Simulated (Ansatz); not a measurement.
Reaction (SMILES): N[Si](Br)(Br)Br + H+ → [NH3+][Si](Br)(Br)Br
Geometries: B3LYP-D3(BJ)/def2-TZVP minima from Ansatz (a quantum-chemistry and plane-wave program), one conformer each, not searched for the lowest. Frequencies are from Ansatz.
Geometry of the first species:
```
Si
N 1 1.6892
H 2 1.0080 1 120.73
H 2 1.0080 3 112.99 1 -153.88
Br 1 2.2154 2 107.85 3 164.41
Br 1 2.2154 2 107.85 3 43.72
Br 1 2.2308 2 115.05 3 -75.93
```

Wanted: proton affinity (enthalpy at 298 K, with B3LYP-D3(BJ) rigid-rotor harmonic-oscillator terms), positive where the reaction releases energy, in kJ/mol. Correlated levels leave the core frozen unless marked. No spin-orbit coupling. The frozen core is the preceding noble-gas configuration, with the filled d and f shells of earlier blocks. Non-relativistic. Basis-set limits of correlation are two-point, X^-3; Hartree-Fock from the larger set.

CCSD(T)/CBS(def2-TZVPP,def2-QZVPP) (Ansatz) gives 833.5 kJ/mol.

### Question
Another calculation gave 831.0 kJ/mol. Which level was it?
(A) B2GP-PLYP/def2-TZVPD (Ansatz)
(B) SVWN5/def2-TZVPD (Ansatz)
(C) revPBE/def2-TZVPD (Ansatz)

### Answer
A, B2GP-PLYP/def2-TZVPD (Ansatz). The others give 848.2 (revPBE), 809.9 (SVWN5) kJ/mol.
